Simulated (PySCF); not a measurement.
Species: ClH₂In.
Numbering: `[Cl:1][InH2:2]` (hydrogens: H3, H4 on In2)

Cartesian coordinates in Å at the PBE0-D3(BJ)/def2-SVP level; atoms count from 1:
```
atom  x, y, z in Å
Cl1    1.920   -1.007   -0.613
In2   -0.097    0.163   -0.230
H3    -1.449   -0.883   -0.132
H4     0.154    1.855   -0.121
```

Computed, not measured: PySCF, PBE0-D3(BJ)/def2-SVP geometry optimisation, gas phase, def2 core potentials past Kr.

Take the most abundant isotopes and a rigid rotor. 

(1) What are A, B and C (MHz)?

(2) Classify the top.

(3) What does the inertial defect say?

(4) List the rotational levels J(Ka,Kc) to J = 5 (MHz).

(5) Predict some low-J microwave lines.

(6) Estimate the classical rotational partition function at 25 K, 50 K and 100 K.

## Answers

(1) Ia = 5.07, Ib = 152.57, Ic = 157.65 u·Å²; 505379 MHz·u·Å²/I gives A = 99604, B = 3312, C = 3206 MHz.

(2) A near-prolate asymmetric top: κ = (2 × 3312 − 99604 − 3206)/(99604 − 3206) = -1.00.

(3) Planar: Δ = Ic − Ia − Ib = 0.00 u·Å². For a rigid frame Δ = −2 Σ m c², so it vanishes when all atoms lie in the ab plane; here none is more than 0.01 Å from it.

(4) Above 0(0,0):
J = 1: 1(0,1) 6518, 1(1,1) 102809, 1(1,0) 102916
J = 2: 2(0,2) 19554, 2(1,2) 115739, 2(1,1) 116059, 2(2,1) 404933, 2(2,0) 404933
J = 3: 3(0,3) 39108, 3(1,3) 135134, 3(1,2) 135773, 3(2,2) 424487, 3(2,1) 424488, 3(3,1) 906211, 3(3,0) 906211
J = 4: 4(0,4) 65180, 4(1,4) 160993, 4(1,3) 162059, 4(2,3) 450560, 4(2,2) 450561, 4(3,2) 932284, 4(3,1) 932284, 4(4,1) 1606696, 4(4,0) 1606696
J = 5: 5(0,5) 97769, 5(1,5) 193316, 5(1,4) 194916, 5(2,4) 483150, 5(2,3) 483153, 5(3,3) 964875, 5(3,2) 964875, 5(4,2) 1639287, 5(4,1) 1639287, 5(5,1) 2506389, 5(5,0) 2506389

(5) The dipole components are |μa| = 2.83 D, |μb| = 0.00 D, |μc| = 0.00 D; the symmetry axis of this C2v structure is a, so μb and μc vanish by symmetry and there are no b-type or c-type lines. Some lines, for components of 0.1 D or more:

```json
{"type": "a", "branch": "Q", "J(Ka,Kc)": "2(1,1) ← 2(1,2)", "MHz": "320", "lower level (cm⁻¹)": "3.861"}
{"type": "a", "branch": "Q", "J(Ka,Kc)": "3(1,2) ← 3(1,3)", "MHz": "640", "lower level (cm⁻¹)": "4.508"}
{"type": "a", "branch": "Q", "J(Ka,Kc)": "4(1,3) ← 4(1,4)", "MHz": "1066", "lower level (cm⁻¹)": "5.370"}
{"type": "a", "branch": "R", "J(Ka,Kc)": "1(0,1) ← 0(0,0)", "MHz": "6518", "lower level (cm⁻¹)": "0.000"}
{"type": "a", "branch": "R", "J(Ka,Kc)": "2(1,2) ← 1(1,1)", "MHz": "12930", "lower level (cm⁻¹)": "3.429"}
{"type": "a", "branch": "R", "J(Ka,Kc)": "2(0,2) ← 1(0,1)", "MHz": "13036", "lower level (cm⁻¹)": "0.217"}
{"type": "a", "branch": "R", "J(Ka,Kc)": "2(1,1) ← 1(1,0)", "MHz": "13143", "lower level (cm⁻¹)": "3.433"}
{"type": "a", "branch": "R", "J(Ka,Kc)": "3(2,2) ← 2(2,1)", "MHz": "19554", "lower level (cm⁻¹)": "13.507"}
{"type": "a", "branch": "R", "J(Ka,Kc)": "3(2,1) ← 2(2,0)", "MHz": "19555", "lower level (cm⁻¹)": "13.507"}
{"type": "a", "branch": "R", "J(Ka,Kc)": "3(1,2) ← 2(1,1)", "MHz": "19714", "lower level (cm⁻¹)": "3.871"}
{"type": "a", "branch": "R", "J(Ka,Kc)": "4(0,4) ← 3(0,3)", "MHz": "26072", "lower level (cm⁻¹)": "1.305"}
{"type": "a", "branch": "R", "J(Ka,Kc)": "4(3,2) ← 3(3,1)", "MHz": "26073", "lower level (cm⁻¹)": "30.228"}
{"type": "a", "branch": "R", "J(Ka,Kc)": "4(3,1) ← 3(3,0)", "MHz": "26073", "lower level (cm⁻¹)": "30.228"}
{"type": "a", "branch": "R", "J(Ka,Kc)": "4(2,2) ← 3(2,1)", "MHz": "26073", "lower level (cm⁻¹)": "14.159"}
```

(6) Point group C2v, symmetry number σ = 2; q = (√π/σ)·√((kT/h)³/(ABC)), k/h = 20836.6 MHz/K: 324 at 25 K, 916 at 50 K, 2590 at 100 K.

Whether it is a minimum is left open (no frequencies). No vibrational averaging or centrifugal distortion is included, and the geometry carries the error of its method. Quadrupole hyperfine structure (35Cl) is left out.

The run took 19 s on an Intel Xeon Platinum 8175M at 2.50 GHz with one thread, no GPU (shared host), and the process peaked at 0.28 GiB of memory. This is the geometry optimisation.
